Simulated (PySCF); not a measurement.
Numbering as in the mapped SMILES `[N:1]#[C:2][C@@H:3]1[CH2:4][CH2:5][NH:6][SiH2:7][Si@H:8]1[PH2:9]`. Hydrogens are named by the atom that carries them. Ha(C4), Ha(C5), Ha(Si7) are cis to C2 on the ring; Hb(C4), Hb(C5), Hb(Si7) are trans to C2 on the ring.

- shielding tensors at PBE0/pcSseg-1 (GIAO)
- geometry from GFN2-xTB
- code: PySCF 2.14.0 with density-fitted response routines
- isolated molecule, one computed conformer, equivalent nuclei averaged, relativity neglected

δ = σ(ref) − σ, references computed at the same level: ¹³C and ¹H and ²⁹Si against TMS; NH3 for ¹⁵N; ³¹P vs H3PO4.

| atoms | nucleus | count | Hirshfeld charge | δ (ppm) |
| --- | --- | --- | --- | --- |
| H(P9) | ¹H | 2 | -0.01 | 1.33 |
| Hb(C4) | ¹H | 1 | 0.04 | 1.52 |
| C4 | ¹³C | 1 | -0.06 | 32.3 |
| H(N6) | ¹H | 1 | 0.12 | ? |
| Ha(C5) | ¹H | 1 | 0.03 | 3.78 |
| N6 | ¹⁵N | 1 | -0.25 | ? |
| C2 | ¹³C | 1 | 0.08 | 126.0 |
| P9 | ³¹P | 1 | -0.01 | -299.0 |
| Hb(Si7) | ¹H | 1 | -0.08 | ? |
| Si8 | ²⁹Si | 1 | 0.22 | -53.5 |
| Ha(C4) | ¹H | 1 | 0.05 | 1.99 |
| N1 | ¹⁵N | 1 | -0.24 | 304.6 |
| H(Si8) | ¹H | 1 | -0.07 | 4.35 |
| C5 | ¹³C | 1 | -0.02 | ? |
| H(C3) | ¹H | 1 | 0.06 | ? |
| Si7 | ²⁹Si | 1 | 0.28 | -52.4 |
| Hb(C5) | ¹H | 1 | 0.05 | 2.87 |
| Ha(Si7) | ¹H | 1 | -0.09 | 5.50 |
| C3 | ¹³C | 1 | -0.09 | ? |

Question: Fill in the missing shifts.

Answer: 
- C5: 43.1 ppm, sp3 CH2 bonded to N; the inductive effect lowers its shielding
- C3: 14.8 ppm, sp3 CH bonded to Si, α to a nitrile
- Hb(Si7): 4.82 ppm, hydrogen on a silicon bonded to N, Si, in a 6-membered ring
- H(C3): 2.27 ppm, hydrogen on an sp3 CH bonded to Si, α to a nitrile
- H(N6): 0.45 ppm, hydrogen on a nitrogen bonded to C, Si, in a 6-membered ring; labile proton, position sensitive to the medium
- N6: 17.7 ppm, nitrogen bonded to C, Si, H, in a 6-membered ring

OH and NH positions are those of a molecule without intermolecular hydrogen bonds; in solution they move with solvent, concentration and temperature, and exchange usually removes their couplings. Shifts are as computed. Against solution values, carbons near 30 ppm lie about +3 ppm off and those near 130 ppm about +5 ppm. Of 1309 compounds with measured shifts, 239 miss one by over three times the rms of a fit or turn the order of signals round; such compounds aren't used in these exercises. Experimental scales use liquid or dissolved standards, which lie at an offset from isolated NH3 (liquid NH3: subtract about 20 ppm) and H3PO4. Unscaled 15N shifts of sp2 nitrogen come out 20 to 40 ppm too high even then.
